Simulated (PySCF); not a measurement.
Al(Me)2(OH) (C2H7AlO), SMILES [CH3][Al]([CH3])[OH].

The structure is a stationary point at TPSSh-D3(BJ)/def2-SVP. The isomer is the one that the SMILES or the coordinates give; other isomers of the formula were not compared. One conformer was computed; it need not be the lowest.

The numbers are results of PySCF with C-PCM-B3LYP/def2-SVP, not measurements.

The values are the electrostatic part of the solvation free energy, E(continuum) − E(gas) at the gas-phase geometry, in a cavity of scaled van der Waals radii (PySCF's table); cavitation and dispersion terms are not included. A continuum can't describe solvent molecules that bind to the metal. In vacuum the orbital gap is 7.29 eV. The dipole moment in vacuum is 1.34 D.

| solvent | ε | ΔG(elec) (kcal/mol) | dipole (D) | gap (eV) |
|---|---|---|---|---|
| water | 78.36 | -5.4 | 1.67 | 7.50 |
| ethanol | 24.85 | -5.2 | 1.66 | 7.49 |
| acetone | 20.49 | -5.2 | 1.65 | 7.49 |
